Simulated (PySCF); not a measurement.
**Electron correlation in Kr³⁺ (krypton, charge +3)**

[Ar] 3d10 4s2 4p3, high-spin 4S determinant. Computed with PySCF 2.14 in pcseg-2 (6s5p3d1f, 43 functions), with the non-relativistic Hamiltonian (point nucleus). Frozen: [Ar] 3d10; 5 electrons correlated.

MP2 pair energies summed by pair of shells (mhartree):

```csv
pair,energy,share (%)
4s-4p,-54.88,67.3
4p-4p,-18.34,22.5
4s-4s,-8.28,10.2
```

Total MP2 correlation energy: -81.50 mhartree.

Same-spin part -21.18 and opposite-spin part -60.32 mhartree; SCS-MP2 scales them by 1/3 and 6/5 to -79.44 mhartree.

| level | correlation energy (mhartree) |
| --- | --- |
| CCSD | -97.31 |
| (T) | -2.20 |
| CCSD(T) | -99.51 |

Diagnostics: T1 = 0.0012, D1 = 0.0029, largest double amplitude 0.054.

Problem. Is a single reference adequate?

Solution. Yes, within this model without spin-orbit coupling: T1 lies below 0.03 and no double amplitude reaches 0.07.
